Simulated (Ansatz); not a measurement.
`[Cl][Sn][Cl]` + H₂O → `[OH][Sn][Cl]` + HCl at 700 K and 1 bar (formal hydrolysis of the Sn–Cl bond).

Program: Ansatz. Geometries: PBE0-D4/def2-TZVP. ΔE: electronic, gas phase. CBS: MP2 limit from def2 TZ/QZ plus the TZ coupled-cluster correction, frozen cores. This one scheme is used for every species. def2 core potentials past Kr. For Sn outer-core shells are correlated without core-valence functions, which leaves a few kJ/mol of doubt a bond. Each species was taken in one conformer, which may not be the lowest.

| species | CCSD(T)/CBS energy (Eh) | H − E (kJ/mol) | S (J/(mol·K)) |
| --- | --- | --- | --- |
| `[Cl][Sn][Cl]` | -1133.69328 | 41.3 | 353.9 |
| H₂O | -76.37941 | 80.5 | 218.4 |
| `[OH][Sn][Cl]` | -749.66523 | 78.0 | 362.1 |
| HCl | -460.38127 | 38.4 | 211.8 |

H − E and S are ideal-gas, rigid-rotor, harmonic terms from PBE0-D4/def2-TZVP, for one conformer and one mirror image of each species. 1 Eh = 2625.50 kJ/mol, R = 8.31446 J/(mol·K).

Question: By hand: ΔE, ΔH, ΔS and ΔG.

Answer: ΔE = (-749.66523) + (-460.38127) − (-1133.69328) − (-76.37941) = 0.02619 Eh = 68.8 kJ/mol. Δ(H − E) = 78.0 + 38.4 − 41.3 − 80.5 = -5.4, so ΔH = 63.4 kJ/mol. ΔS = 362.1 + 211.8 − 353.9 − 218.4 = 1.6 J/(mol·K). ΔG = 63.4 − 700 × (1.6)/1000 = 62.3 kJ/mol.

Question: By hand: the equilibrium constant, and the temperature at which ΔG would vanish if ΔH and ΔS stayed fixed.

Answer: log₁₀ K = −ΔG/(RT ln 10) = -4.6. ΔG = 0 at ΔH/ΔS = 39625 K, far beyond where these terms or the molecules hold.

The number of gas molecules stays the same, so ΔS is small and ΔH decides. A doubt of 5 kJ/mol in ΔE shifts log₁₀ K by 0.4 here. Other conformers and mirror images would add mixing entropy, several J/(mol·K) or more a flexible species. These are equilibria of isolated gas molecules and say nothing of rates. Largest T1 diagnostic: 0.017 (customary marks: 0.02 for closed shells, 0.045 for open ones).
